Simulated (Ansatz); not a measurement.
Ideal-gas functions of CH6InN (`C[NH][InH2]`) at 800 K and 1 bar, from an Ansatz frequency run at PBE0-D4/def2-TZVP.

Molar mass 146.88 g/mol, point group Cs (symmetry number 1), electronic degeneracy 1, moments of inertia 15.637, 172.632, 185.113 u Å². Harmonic wavenumbers (cm⁻¹, unscaled): 128, 200, 236, 397, 464, 532, 538, 590, 1083, 1131, 1143, 1385, 1454, 1481, 1510, 1847, 1853, 2988, 3027, 3094, 3614.

Use S(trans) = R[1.5 ln M + 2.5 ln T − 1.1517]; rotational temperatures θ = 24.2544 K / I; S(rot) = R[ln(√π/σ · √(T³/θAθBθC)) + 1.5]; for each mode x = 1.438777 ν̃/T, S = R[x/(eˣ − 1) − ln(1 − e⁻ˣ)] and H = RT x/(eˣ − 1); 1 cm⁻¹ = 0.0119627 kJ/mol; R = 8.31446 J/(mol·K).

Task: By hand: the entropy, in J/(mol·K).

Result: Translation 191.6. Rotation: θ = 1.5511, 0.1405, 0.131 K, giving 115.4. Vibration, mode by mode: 20.54, 16.86, 15.50, 11.29, 10.06, 8.99, 8.91, 8.20, 3.97, 3.71, 3.65, 2.59, 2.35, 2.26, 2.17, 1.34, 1.33, 0.25, 0.23, 0.21, 0.09, in all 124.5. Electronic 0.0. Sum 431.5 J/(mol·K).

Task: By hand: H − E and G − E in kJ/mol, counted from the electronic energy.

Result: Zero-point energy ½ × 28695 × 0.0119627 = 171.6; thermal vibration 51.1; translation, rotation and pV give 4 RT = 26.6. H − E = 249.3 kJ/mol, and G − E = 249.3 − 800 × 431.5/1000 = -95.9 kJ/mol.

Vibration gives 29 % of the entropy, 20.5 J/(mol·K) of it from the mode under 150 cm⁻¹: soft modes count most, and the harmonic formula is weakest for them.
